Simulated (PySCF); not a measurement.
H$_{3}$P, triplet (typed; the unrestricted solution is spin-contaminated), geometry from GFN2-xTB (a higher spin typed on purpose: for a closed-shell molecule this is an excited state), with bond 3-1 at 1.6 times its length. Base run: M062X/def2-SVP in PySCF.

Here is a job for PySCF.
```python
from pyscf import gto, scf, dft

mol = gto.Mole()
mol.atom = '''
    P    -0.07861749    0.00883529    0.01794305
    H     0.12409487    1.50239459    0.00732037
    H     2.07350453   -0.23302721   -0.47324058
    H    -0.21129129   -1.49259517    0.01258066
'''
mol.basis = 'def2-svp'
mol.spin = 2
mol.verbose = 4
mol.build()

mf = dft.UKS(mol)
mf.xc = 'm062x'
mf.kernel()
mf.analyze()
```

Variants of this job, named by their change:

```tsv
change	ΔE vs base (µEh)	SCF cycles	<S^2>	outcome
base	0.0	14	2.134	converged
DIIS = EDIIS	-	50	-	not converged
diis = off (with mf.max_cycle = 100)	0.0	63	2.134	converged
conv_tol_grad = 1e-3	0.0	14	2.134	converged
level_shift = 1.0 (with mf.max_cycle = 100)	0.0	66	2.134	converged
diis = off; damp = 0.6 (with mf.diis_start_cycle = 200; with mf.max_cycle = 150)	0.0	148	2.134	converged
diis_space = 4	0.0	18	2.134	converged
conv_tol = 1e-12	0.0	17	2.134	converged
level_shift = 0.3 (with mf.max_cycle = 100)	0.0	28	2.134	converged
diis_space = 2	-	50	-	not converged
init_guess = mod_huckel	0.0	14	2.134	converged
conv_tol_grad = 1e-7	0.0	16	2.134	converged
level_shift = 0.5 (with mf.max_cycle = 100)	0.0	37	2.134	converged
```

Open shells are given as the SCF converged; they aren't shown to be the lowest states, and a large step between rows can be another state.
